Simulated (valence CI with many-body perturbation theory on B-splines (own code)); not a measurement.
## Level structure of Ni XXII

Method: relativistic CI+MBPT: five valence electrons over a frozen Dirac-Fock core [He], a basis of 9 s, 9 p, 8 d, 6 f, 3 g, 1 h functions for each j, with the one-electron correlation potential Σ1 (screened to all orders), the two-electron term Σ2, the three-electron term Σ3, Breit, model QED; selected single and double excitations, second order for the rest, scaled by the run's own slope (own B-spline code, finite nucleus).

No measured levels were compared; by estimate levels of excited configurations hold to 0.05 to 0.15 % of their energy, terms of the ground configuration to about 0.5 %. Among the levels kept, up to 3700 cm⁻¹ of a level comes from second order outside the variational space, and about a tenth of that is noise between levels of different J, which matters for small intervals.

Levels 1 to 45 of 61, with energies above the lowest level, 2s²2p³ ⁴S°_3/2. "Leading %" is the weight of the configuration and term that name the level; weights of strongly mixed levels are sums over their largest components and can fall short, so below about 35 % the name and the second component can differ from the true leading terms, or belong to a minority configuration. In the jj column 3d3/2^4 stands for four electrons in 3d with j = 3/2. Lifetimes count E1, E2, E3, M1 and M2 decay at the calculated energies, and are blank where another channel may lead or the interval is too uncertain; long ones can be off by a factor of two.

| No. | Configuration | Term | J | E (eV) | Leading % | g | Lifetime | Leading jj |
| --- | --- | --- | --- | --- | --- | --- | --- | --- |
| 1 | 2s²2p³ | ⁴S° | 3/2 | 0.0 | 80 | 1.842 |  | 2s^2 2p1/2^2 2p3/2 (65 %) |
| 2 | 2s²2p³ | ²D° | 3/2 | 19.6 | 70 | 1.051 | 25.0 μs | 2s^2 2p1/2 2p3/2^2 (70 %) |
| 3 | 2s²2p³ | ²D° | 5/2 | 26.0 | 100 | 1.196 | 183 μs | 2s^2 2p1/2 2p3/2^2 (100 %) |
| 4 | 2s²2p³ | ²P° | 1/2 | 37.6 | 98 | 0.660 | 11.8 μs | 2s^2 2p1/2 2p3/2^2 (98 %) |
| 5 | 2s²2p³ | ²P° | 3/2 | 49.6 | 68 | 1.230 | 5.01 μs | 2s^2 2p3/2^3 (92 %) |
| 6 | 2s2p⁴ | ⁴P | 5/2 | 105.2 | 96 | 1.579 | 66.9 ps | 2s 2p1/2^2 2p3/2^2 (84 %) |
| 7 | 2s2p⁴ | ⁴P | 3/2 | 116.9 | 97 | 1.705 | 45.1 ps | 2s 2p1/2 2p3/2^3 (75 %) |
| 8 | 2s2p⁴ | ⁴P | 1/2 | 120.0 | 92 | 2.610 | 39.7 ps | 2s 2p1/2^2 2p3/2^2 (47 %) |
| 9 | 2s2p⁴ | ²D | 3/2 | 145.9 | 89 | 0.865 | 18.3 ps | 2s 2p1/2 2p3/2^3 (52 %) |
| 10 | 2s2p⁴ | ²D | 5/2 | 149.3 | 96 | 1.213 | 24.2 ps | 2s 2p1/2 2p3/2^3 (84 %) |
| 11 | 2s2p⁴ | ²S | 1/2 | 166.8 | 65 | 1.649 | 10.2 ps | 2s 2p1/2^2 2p3/2^2 (52 %) |
| 12 | 2s2p⁴ | ²P | 3/2 | 173.6 | 91 | 1.286 | 6.71 ps | 2s 2p1/2 2p3/2^3 (72 %) |
| 13 | 2s2p⁴ | ²P | 1/2 | 190.6 | 71 | 1.066 | 7.29 ps | 2s 2p3/2^4 (63 %) |
| 14 | 2p⁵ | ²P° | 3/2 | 271.7 | 98 | 1.330 | 8.73 ps | 2p1/2^2 2p3/2^3 (98 %) |
| 15 | 2p⁵ | ²P° | 1/2 | 290.3 | 98 | 0.660 | 7.80 ps | 2p1/2 2p3/2^4 (98 %) |
| 16 | 2s²2p²3s | ⁴P | 1/2 | 1056.9 | 71 | 2.274 | 439 fs | 2s^2 2p1/2^2 3s (88 %) |
| 17 | 2s²2p²3s | ⁴P | 3/2 | 1069.4 | 92 | 1.702 | 537 fs | 2s^2 2p1/2 2p3/2 3s (97 %) |
| 18 | 2s²2p²3s | ²P | 1/2 | 1073.2 | 78 | 1.071 | 222 fs | 2s^2 2p1/2 2p3/2 3s (95 %) |
| 19 | 2s²2p²3s | ⁴P | 5/2 | 1075.7 | 71 | 1.488 | 480 fs | 2s^2 2p1/2 2p3/2 3s (82 %) |
| 20 | 2s²2p²3s | ²P | 3/2 | 1079.5 | 58 | 1.133 | 230 fs | 2s^2 2p1/2 2p3/2 3s (91 %) |
| 21 | 2s²2p²3p | ⁴D° | 1/2 | 1084.4 | 50 | 0.714 | 35.8 ps | 2s^2 2p1/2^2 3p1/2 (89 %) |
| 22 | 2s²2p²3p | ⁴D° | 3/2 | 1091.9 | 52 | 1.335 | 21.8 ps | 2s^2 2p1/2^2 3p3/2 (76 %) |
| 23 | 2s²2p²3p | ²S° | 1/2 | 1096.5 | 40 | 1.471 | 40.2 ps | 2s^2 2p1/2 2p3/2 3p1/2 (90 %) |
| 24 | 2s²2p²3s | ²D | 5/2 | 1096.6 | 71 | 1.305 | 347 fs | 2s^2 2p3/2^2 3s (82 %) |
| 25 | 2s²2p²3s | ²D | 3/2 | 1098.4 | 60 | 1.020 | 262 fs | 2s^2 2p3/2^2 3s (90 %) |
| 26 | 2s²2p²3p | ⁴D° | 3/2 | 1100.2 | 37 | 1.226 | 22.8 ps | 2s^2 2p1/2 2p3/2 3p1/2 (84 %) |
| 27 | 2s²2p²3p | ⁴D° | 5/2 | 1102.8 | 84 | 1.366 | 54.7 ps | 2s^2 2p1/2 2p3/2 3p3/2 (75 %) |
| 28 | 2s²2p²3p | ⁴P° | 1/2 | 1104.6 | 59 | 2.160 | 17.5 ps | 2s^2 2p1/2 2p3/2 3p3/2 (85 %) |
| 29 | 2s²2p²3p | ²D° | 5/2 | 1104.8 | 43 | 1.338 | 19.3 ps | 2s^2 2p1/2 2p3/2 3p1/2 (62 %) |
| 30 | 2s²2p²3p | ²D° | 3/2 | 1107.2 | 57 | 1.198 | 11.2 ps | 2s^2 2p1/2 2p3/2 3p3/2 (93 %) |
| 31 | 2s²2p²3p | ⁴D° | 7/2 | 1109.3 | 74 | 1.356 | 61.1 ps | 2s^2 2p1/2 2p3/2 3p3/2 (80 %) |
| 32 | 2s²2p²3p | ⁴S° | 3/2 | 1111.9 | 55 | 1.777 | 2.29 ps | 2s^2 2p1/2 2p3/2 3p3/2 (41 %) |
| 33 | 2s²2p²3s | ²S | 1/2 | 1114.9 | 84 | 1.984 | 327 fs | 2s^2 2p3/2^2 3s (89 %) |
| 34 | 2s²2p²3p | ²P° | 3/2 | 1115.1 | 63 | 1.278 | 10.4 ps | 2s^2 2p1/2 2p3/2 3p3/2 (42 %) |
| 35 | 2s²2p²3p | ²F° | 5/2 | 1116.6 | 34 | 1.212 | 15.2 ps | 2s^2 2p1/2 2p3/2 3p3/2 (59 %) |
| 36 | 2s²2p²3p | ²P° | 1/2 | 1120.3 | 70 | 0.858 | 10.7 ps | 2s^2 2p1/2 2p3/2 3p3/2 (51 %) |
| 37 | 2s²2p²3d | ⁴F | 3/2 | 1123.6 | 56 | 0.696 | 377 fs | 2s^2 2p1/2^2 3d3/2 (88 %) |
| 38 | 2s²2p²3d | ⁴F | 5/2 | 1127.4 | 40 | 1.176 | 146 fs | 2s^2 2p1/2^2 3d5/2 (78 %) |
| 39 | 2s2p³3s | ⁶S° | 5/2 | 1128.4 | 48 | 1.543 | 10.7 ps | 2s^2 2p3/2^2 3p3/2 (35 %) |
| 40 | 2s2p³3s | ⁶S° | 5/2 | 1129.3 | 46 | 1.553 | 30.1 ps | 2s^2 2p3/2^2 3p3/2 (43 %) |
| 41 | 2s²2p²3p | ²D° | 3/2 | 1130.2 | 50 | 1.146 | 4.06 ps | 2s^2 2p3/2^2 3p1/2 (65 %) |
| 42 | 2s²2p²3p | ²F° | 7/2 | 1130.8 | 74 | 1.210 | 25.8 ps | 2s^2 2p3/2^2 3p3/2 (80 %) |
| 43 | 2s²2p²3p | ²D° | 5/2 | 1133.1 | 76 | 1.176 | 13.5 ps | 2s^2 2p3/2^2 3p1/2 (71 %) |
| 44 | 2s²2p²3p | ²P° | 1/2 | 1133.8 | 90 | 0.773 | 4.98 ps | 2s^2 2p3/2^2 3p3/2 (49 %) |
| 45 | 2s²2p²3d | ²P | 3/2 | 1137.0 | 43 | 1.012 | 167 fs | 2s^2 2p1/2 2p3/2 3d3/2 (91 %) |

Names give the largest LS component (configuration and term), which can be under half, so a name can repeat, a term be missing and a line seem to break the LS rules; names also repeat where a configuration has a term twice.

The ionisation energy to 2s²2p² ³P0 of the next ion comes out as 1879.4 eV (NIST: 1880 ± 5 eV (semi-empirical)). All 61 levels together are meant to be complete up to 1153.7 eV.
